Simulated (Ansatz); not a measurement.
Geometry optimisation of `F[SiH](Cl)[NH][GeH3]`.

```yaml
crystal:
  periodic: [false, false, false]
  atoms:
    - {symbol: F, position_ang: [-2.273299, 0.680833, 1.244069]}
    - {symbol: Si, position_ang: [-0.688845, 0.288510, 1.364057]}
    - {symbol: Cl, position_ang: [-0.548024, -0.867265, 3.078951]}
    - {symbol: N, position_ang: [-0.113518, -0.618258, 0.025689]}
    - {symbol: Ge, position_ang: [0.754912, 0.023926, -1.495582]}
    - {symbol: H, position_ang: [0.074015, 1.561206, 1.490331]}
    - {symbol: H, position_ang: [-0.346244, -1.617143, 0.011088]}
    - {symbol: H, position_ang: [1.103859, 1.498406, -1.185407]}
    - {symbol: H, position_ang: [-0.173409, -0.071324, -2.736568]}
    - {symbol: H, position_ang: [2.035654, -0.818192, -1.733227]}
basis:
  gaussian: {orbitals: def2-TZVP}
hamiltonian: {xc: pbe0, dispersion: d4}
relax: {f_tol: 0.005, max_steps: 150}
```

```sh
$ ansatz run in.yaml --threads 4 --pin off --events-out ev --progress --plain
```

Output, abridged:

```
Functional definition: PBE0
mean field -81194.70842851 eV, -2983.8504989975 hartree, gradient 6.0e-5 eV, S^2 0.000000; 0 other end points of the search recorded, 0 dependent functions left out
relax step   1: F+E_penalty+E_count = -81194.93021978 eV  Δ(F+E_penalty+E_count) = +0.000e0 eV  max|allowed force component| = 1.335e0 eV/Å  Δτ_max = 0.0000 Å  (27 SCF iters, accepted)
mean field -81194.76550923 eV, -2983.8525966753 hartree, gradient 7.7e-6 eV, S^2 0.000000; 0 other end points of the search recorded, 0 dependent functions left out
relax step   2: F+E_penalty+E_count = -81194.98830741 eV  Δ(F+E_penalty+E_count) = -5.809e-2 eV  max|allowed force component| = 7.897e-1 eV/Å  Δτ_max = 0.0344 Å  (32 SCF iters, accepted)
mean field -81194.77955225 eV, -2983.8531127469 hartree, gradient 7.5e-6 eV, S^2 0.000000; 0 other end points of the search recorded, 0 dependent functions left out
relax step   3: F+E_penalty+E_count = -81195.00290922 eV  Δ(F+E_penalty+E_count) = -1.460e-2 eV  max|allowed force component| = 8.581e-2 eV/Å  Δτ_max = 0.0309 Å  (32 SCF iters, accepted)
mean field -81194.78003449 eV, -2983.8531304689 hartree, gradient 7.5e-6 eV, S^2 0.000000; 0 other end points of the search recorded, 0 dependent functions left out
relax step   4: F+E_penalty+E_count = -81195.00337155 eV  Δ(F+E_penalty+E_count) = -4.623e-4 eV  max|allowed force component| = 2.553e-2 eV/Å  Δτ_max = 0.0064 Å  (33 SCF iters, accepted)
mean field -81194.78022065 eV, -2983.8531373102 hartree, gradient 7.4e-6 eV, S^2 0.000000; 0 other end points of the search recorded, 0 dependent functions left out
relax step   5: F+E_penalty+E_count = -81195.00355445 eV  Δ(F+E_penalty+E_count) = -1.829e-4 eV  max|allowed force component| = 1.029e-2 eV/Å  Δτ_max = 0.0225 Å  (31 SCF iters, accepted)
mean field -81194.78036982 eV, -2983.8531427921 hartree, gradient 7.6e-6 eV, S^2 0.000000; 0 other end points of the search recorded, 0 dependent functions left out
relax step   6: F+E_penalty+E_count = -81195.00370882 eV  Δ(F+E_penalty+E_count) = -1.544e-4 eV  max|allowed force component| = 1.789e-2 eV/Å  Δτ_max = 0.0427 Å  (30 SCF iters, accepted)
mean field -81194.78043715 eV, -2983.8531452663 hartree, gradient 7.5e-6 eV, S^2 0.000000; 0 other end points of the search recorded, 0 dependent functions left out
relax step   7: F+E_penalty+E_count = -81195.00377473 eV  Δ(F+E_penalty+E_count) = -6.591e-5 eV  max|allowed force component| = 8.980e-3 eV/Å  Δτ_max = 0.0092 Å  (32 SCF iters, accepted)
mean field -81194.78051160 eV, -2983.8531480023 hartree, gradient 7.5e-6 eV, S^2 0.000000; 0 other end points of the search recorded, 0 dependent functions left out
relax step   8: F+E_penalty+E_count = -81195.00386134 eV  Δ(F+E_penalty+E_count) = -8.662e-5 eV  max|allowed force component| = 6.479e-3 eV/Å  Δτ_max = 0.0113 Å  (31 SCF iters, accepted)
mean field -81194.78060120 eV, -2983.8531512951 hartree, gradient 7.2e-6 eV, S^2 0.000000; 0 other end points of the search recorded, 0 dependent functions left out
relax step   9: F+E_penalty+E_count = -81195.00398365 eV  Δ(F+E_penalty+E_count) = -1.223e-4 eV  max|allowed force component| = 1.563e-2 eV/Å  Δτ_max = 0.0345 Å  (30 SCF iters, accepted)
mean field -81194.78066577 eV, -2983.8531536682 hartree, gradient 7.4e-6 eV, S^2 0.000000; 0 other end points of the search recorded, 0 dependent functions left out
relax step  10: F+E_penalty+E_count = -81195.00405771 eV  Δ(F+E_penalty+E_count) = -7.406e-5 eV  max|allowed force component| = 1.664e-2 eV/Å  Δτ_max = 0.0198 Å  (31 SCF iters, accepted)
mean field -81194.78070280 eV, -2983.8531550290 hartree, gradient 7.4e-6 eV, S^2 0.000000; 0 other end points of the search recorded, 0 dependent functions left out
relax step  11: F+E_penalty+E_count = -81195.00409927 eV  Δ(F+E_penalty+E_count) = -4.156e-5 eV  max|allowed force component| = 1.210e-2 eV/Å  Δτ_max = 0.0072 Å  (33 SCF iters, accepted)
mean field -81194.78073103 eV, -2983.8531560661 hartree, gradient 7.4e-6 eV, S^2 0.000000; 0 other end points of the search recorded, 0 dependent functions left out
relax step  12: F+E_penalty+E_count = -81195.00413506 eV  Δ(F+E_penalty+E_count) = -3.579e-5 eV  max|allowed force component| = 1.165e-2 eV/Å  Δτ_max = 0.0150 Å  (32 SCF iters, accepted)
mean field -81194.78072137 eV, -2983.8531557113 hartree, gradient 7.4e-6 eV, S^2 0.000000; 0 other end points of the search recorded, 0 dependent functions left out
relax step  13: F+E_penalty+E_count = -81195.00414112 eV  Δ(F+E_penalty+E_count) = -6.057e-6 eV  max|allowed force component| = 6.760e-3 eV/Å  Δτ_max = 0.0064 Å  (33 SCF iters, accepted)
mean field -81194.78072445 eV, -2983.8531558246 hartree, gradient 6.9e-5 eV, S^2 0.000000; 0 other end points of the search recorded, 0 dependent functions left out
relax step  14: F+E_penalty+E_count = -81195.00414548 eV  Δ(F+E_penalty+E_count) = -4.361e-6 eV  max|allowed force component| = 4.636e-3 eV/Å  Δτ_max = 0.0009 Å  (20 SCF iters, accepted)
mean field -81194.78072445 eV, -2983.8531558246 hartree, gradient 6.9e-5 eV, S^2 0.000000; 1 other end points of the search recorded, 0 dependent functions left out
Total energy: -81195.00417984 eV, -2983.8613676588 hartree
Atom 0 at    -2.165601     0.767496     1.173527 Å, force     0.003674    -0.000289     0.001311 eV/Å
Atom 1 at    -0.660527     0.275617     1.351522 Å, force    -0.004636    -0.000630    -0.003382 eV/Å
Atom 2 at    -0.663781    -0.893278     3.027377 Å, force     0.000325     0.000671     0.000590 eV/Å
Atom 3 at    -0.087285    -0.620235     0.042850 Å, force    -0.000029     0.000313     0.001536 eV/Å
Atom 4 at     0.725423     0.030107    -1.485556 Å, force     0.000204    -0.001313     0.000131 eV/Å
Atom 5 at     0.154348     1.484825     1.552278 Å, force     0.000054    -0.000278     0.000579 eV/Å
Atom 6 at    -0.298247    -1.607834     0.030876 Å, force     0.001095     0.001130    -0.001088 eV/Å
Atom 7 at     0.984613     1.517996    -1.222906 Å, force    -0.000455     0.000470     0.000364 eV/Å
Atom 8 at    -0.202805    -0.159548    -2.696245 Å, force    -0.000373     0.000307    -0.000232 eV/Å
Atom 9 at     2.038963    -0.734447    -1.710320 Å, force     0.000140    -0.000380     0.000191 eV/Å
Dipole moment:     0.308931    -0.120949    -0.418008 e Å
```

Hardware: 4 threads of a server CPU on a shared host. Wall time 50 s, peak host memory 0.76 GiB.
